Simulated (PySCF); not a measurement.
Record of a relaxation.

MoCl6 (singlet state).
Bonds: Mo1–Cl2, Mo1–Cl3, Mo1–Cl4, Mo1–Cl5, Mo1–Cl6, Mo1–Cl7.

Computed by this run: PySCF 2.14.0, PBE0-D3(BJ)/def2-SVP geometry optimisation, gas phase, def2 core potentials past Kr; density fitting, grid level 1; the optimiser is geomeTRIC in internal coordinates, started from a GFN2-xTB structure with every atom displaced at random (about 0.03 Å). The frame can shift and turn from step to step; on so coarse a grid that alone can change the energy by a few meV, and forces under 0.02 eV/Å are noise.

Step 0: E = -76948.3918 eV, largest atomic force 2.010 eV/Å
```
atom  x, y, z in Å  |  force x, y, z in eV/Å
Mo1     0.060   -0.076    0.015   -0.481   1.833  -0.671
Cl2    -0.036   -0.020    2.293    0.072  -0.015  -0.173
Cl3    -0.022    0.017   -2.321    0.241  -0.083   0.710
Cl4     2.397    0.014    0.011   -0.936  -0.051  -0.032
Cl5    -2.304   -0.046   -0.065    0.823  -0.069   0.146
Cl6    -0.039    2.312    0.008    0.180  -1.077   0.038
Cl7     0.036   -2.302   -0.010    0.101  -0.539  -0.018
```

Step 1: E = -76948.5060 eV, largest atomic force 0.752 eV/Å
```
atom  x, y, z in Å  |  force x, y, z in eV/Å
Mo1     0.041   -0.055    0.009   -0.430   0.575  -0.223
Cl2    -0.089    0.019    2.272    0.252  -0.197   0.332
Cl3     0.037    0.012   -2.274   -0.133  -0.023  -0.248
Cl4     2.303    0.064   -0.060    0.349  -0.262   0.237
Cl5    -2.256   -0.069   -0.026   -0.108   0.060  -0.150
Cl6     0.027    2.240    0.037   -0.132   0.220  -0.062
Cl7     0.029   -2.313   -0.027    0.202  -0.372   0.116
```

Step 2: E = -76948.4946 eV, largest atomic force 0.548 eV/Å
```
atom  x, y, z in Å  |  force x, y, z in eV/Å
Mo1     0.031   -0.033    0.000   -0.376   0.182  -0.118
Cl2     0.031   -0.027    2.274   -0.227   0.062   0.272
Cl3    -0.027    0.049   -2.277    0.327  -0.203  -0.334
Cl4     2.290   -0.027    0.049    0.467   0.188  -0.218
Cl5    -2.254   -0.006   -0.095   -0.262  -0.304   0.318
Cl6    -0.068    2.248   -0.022    0.270   0.313   0.183
Cl7     0.090   -2.307    0.002   -0.199  -0.238  -0.103
```

Step 3: E = -76948.5620 eV, largest atomic force 0.388 eV/Å
```
atom  x, y, z in Å  |  force x, y, z in eV/Å
Mo1     0.028   -0.033   -0.001   -0.288   0.230  -0.121
Cl2    -0.018   -0.011    2.280   -0.018  -0.045   0.099
Cl3     0.005    0.024   -2.289    0.104  -0.078  -0.090
Cl4     2.301    0.015    0.003    0.198  -0.021  -0.019
Cl5    -2.266   -0.045   -0.063   -0.035  -0.072   0.099
Cl6    -0.017    2.260    0.010    0.040   0.073   0.036
Cl7     0.060   -2.313   -0.010   -0.001  -0.086  -0.002
```

Step 4: E = -76948.5644 eV, largest atomic force 0.197 eV/Å
```
atom  x, y, z in Å  |  force x, y, z in eV/Å
Mo1     0.023   -0.020   -0.004   -0.120   0.132  -0.084
Cl2    -0.044   -0.026    2.284    0.109   0.023  -0.006
Cl3     0.031    0.019   -2.297   -0.039  -0.054   0.029
Cl4     2.310   -0.002   -0.022   -0.007   0.070   0.100
Cl5    -2.272   -0.043   -0.037    0.022  -0.074  -0.051
Cl6    -0.027    2.276    0.010    0.089  -0.072   0.044
Cl7     0.071   -2.306   -0.003   -0.054  -0.025  -0.032
```

Step 5: E = -76948.5605 eV, largest atomic force 0.211 eV/Å
```
atom  x, y, z in Å  |  force x, y, z in eV/Å
Mo1     0.004   -0.007   -0.016    0.161  -0.043   0.028
Cl2    -0.011   -0.021    2.280   -0.050  -0.026  -0.093
Cl3     0.020   -0.012   -2.314    0.026   0.073   0.175
Cl4     2.307    0.032    0.013   -0.178  -0.076  -0.058
Cl5    -2.286   -0.079   -0.049    0.094   0.129   0.023
Cl6     0.014    2.288    0.033   -0.126  -0.144  -0.089
Cl7     0.044   -2.303   -0.016    0.073   0.087   0.015
```

Step 6: E = -76948.5712 eV, largest atomic force 0.041 eV/Å
```
atom  x, y, z in Å  |  force x, y, z in eV/Å
Mo1     0.013   -0.014   -0.010   -0.005  -0.020   0.004
Cl2    -0.022   -0.022    2.280    0.011  -0.009   0.011
Cl3     0.026    0.006   -2.299    0.005  -0.004  -0.020
Cl4     2.302    0.017   -0.001    0.024  -0.009   0.014
Cl5    -2.275   -0.058   -0.045   -0.019   0.012   0.006
Cl6    -0.009    2.273    0.017   -0.020   0.034  -0.009
Cl7     0.057   -2.304   -0.012    0.004  -0.005  -0.006
```

Step 7: E = -76948.5713 eV, largest atomic force 0.021 eV/Å
```
atom  x, y, z in Å  |  force x, y, z in eV/Å
Mo1     0.014   -0.015   -0.010   -0.011   0.014  -0.006
Cl2    -0.018   -0.023    2.280    0.004  -0.009  -0.004
Cl3     0.027    0.005   -2.300    0.012   0.000   0.012
Cl4     2.304    0.014    0.004   -0.011   0.013   0.004
Cl5    -2.277   -0.054   -0.044    0.014  -0.006   0.011
Cl6    -0.016    2.276    0.016    0.005  -0.016  -0.012
Cl7     0.059   -2.305   -0.014   -0.013   0.004  -0.004
```

Q: Summarise the path.

A: The energy falls by 17.32 kJ/mol from step 0 to step 7; nine tenths of that is first reached at step 3. It rises by more than 0.2 meV at steps 2 and 5. The largest force goes from 2.010 to 0.021 eV/Å. Among the bonds Mo1–Cl6 changes most, from 2.390 to 2.291 Å; the atoms move by 0.056 Å rms after alignment.

Q: Follow the three bonds and two angles with the largest change from start to end.

A: 
```json
{"step": "0", "E above end (kJ/mol)": "17.32", "largest force (eV/Å)": "2.010", "Mo1–Cl6 (Å)": "2.390", "Mo1–Cl5 (Å)": "2.366", "Mo1–Cl7 (Å)": "2.227", "Cl2–Mo1–Cl3 (°)": "174.2", "Cl3–Mo1–Cl5 (°)": "86.0"}
{"step": "1", "E above end (kJ/mol)": "6.31", "largest force (eV/Å)": "0.752", "Mo1–Cl6 (Å)": "2.296", "Mo1–Cl5 (Å)": "2.298", "Mo1–Cl7 (Å)": "2.258", "Cl2–Mo1–Cl3 (°)": "175.1", "Cl3–Mo1–Cl5 (°)": "89.0"}
{"step": "2", "E above end (kJ/mol)": "7.40", "largest force (eV/Å)": "0.548", "Mo1–Cl6 (Å)": "2.284", "Mo1–Cl5 (Å)": "2.287", "Mo1–Cl7 (Å)": "2.274", "Cl2–Mo1–Cl3 (°)": "177.4", "Cl3–Mo1–Cl5 (°)": "86.1"}
{"step": "3", "E above end (kJ/mol)": "0.90", "largest force (eV/Å)": "0.388", "Mo1–Cl6 (Å)": "2.294", "Mo1–Cl5 (Å)": "2.295", "Mo1–Cl7 (Å)": "2.280", "Cl2–Mo1–Cl3 (°)": "177.4", "Cl3–Mo1–Cl5 (°)": "87.9"}
{"step": "4", "E above end (kJ/mol)": "0.67", "largest force (eV/Å)": "0.197", "Mo1–Cl6 (Å)": "2.297", "Mo1–Cl5 (Å)": "2.294", "Mo1–Cl7 (Å)": "2.286", "Cl2–Mo1–Cl3 (°)": "178.3", "Cl3–Mo1–Cl5 (°)": "89.4"}
{"step": "5", "E above end (kJ/mol)": "1.05", "largest force (eV/Å)": "0.211", "Mo1–Cl6 (Å)": "2.295", "Mo1–Cl5 (Å)": "2.292", "Mo1–Cl7 (Å)": "2.296", "Cl2–Mo1–Cl3 (°)": "179.5", "Cl3–Mo1–Cl5 (°)": "89.6"}
{"step": "6", "E above end (kJ/mol)": "0.01", "largest force (eV/Å)": "0.041", "Mo1–Cl6 (Å)": "2.288", "Mo1–Cl5 (Å)": "2.289", "Mo1–Cl7 (Å)": "2.290", "Cl2–Mo1–Cl3 (°)": "179.4", "Cl3–Mo1–Cl5 (°)": "89.4"}
{"step": "7", "E above end (kJ/mol)": "0.00", "largest force (eV/Å)": "0.021", "Mo1–Cl6 (Å)": "2.291", "Mo1–Cl5 (Å)": "2.291", "Mo1–Cl7 (Å)": "2.290", "Cl2–Mo1–Cl3 (°)": "179.4", "Cl3–Mo1–Cl5 (°)": "89.5"}
```

The cost below is that of the whole optimisation. Hardware: an Intel Xeon 6975P-C with one thread, no GPU, shared host with 192 logical CPUs at a one-minute load of 62. Cost: 75 s wall, 0.59 GiB resident at most.
